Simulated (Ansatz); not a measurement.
The same path of BrF2H2NSi (7 atoms, charge 0, multiplicity 1) was run 3 times with different band settings. Lost on the way: Si1–Br2, N3–H4. Made: Br2–H4.

Computed with Ansatz 0.2.0, UKS B3LYP-D4/def2-mTZVP.

Relaxed end points:

```xyz
7
Properties=species:S:1:pos:R:3
Si -0.433 0.116 0.400
Br 0.591 1.191 2.034
N 0.652 -0.216 -0.845
H 1.619 -0.449 -0.679
F -1.639 0.974 -0.190
F -1.133 -1.159 1.059
H 0.344 -0.456 -1.777
```

```xyz
7
Properties=species:S:1:pos:R:3
Si -1.184 -0.153 -0.202
Br 2.714 0.307 1.549
N 0.335 0.067 -0.590
H 1.602 0.194 0.550
F -2.502 -0.292 -1.064
F -1.629 -0.277 1.301
H 0.664 0.154 -1.544
```

Common settings: climbing image yes; spring 5.0 eV/Å²; optimiser quadratic models (default); start path through a guess of the saddle point; force threshold 0.05 eV/Å; iteration limit 60; end points relaxed.

| run | movable images |
| --- | --- |
| 1 | 5 |
| 2 | 1 |
| 3 | 2 |

**Question.** What does each run give, and how far can it be trusted?

**Answer.** Run 1: converged after 11 iterations, highest image 3.472 eV above the first end. Neighbouring images differ by up to 1.5 eV, so the band resolves the path poorly. A vibrational analysis at the climbing image gives one clearly imaginary mode, 114i cm⁻¹: a first-order saddle point.
Run 2: converged after 31 iterations, highest image 3.472 eV above the first end. Neighbouring images differ by up to 3.5 eV, so the band resolves the path poorly. Another band between the same ends (5 images) ends at a top of the same energy, where a vibrational analysis finds 1 clearly imaginary mode. So few images can step over the top or miss a turn of the path.
Run 3: converged after 28 iterations, highest image 3.471 eV above the first end. Neighbouring images differ by up to 1.9 eV, so the band resolves the path poorly. Another band between the same ends (5 images) ends at a top of the same energy, where a vibrational analysis finds 1 clearly imaginary mode. So few images can step over the top or miss a turn of the path.
The orbitals were unrestricted but ended closed-shell.
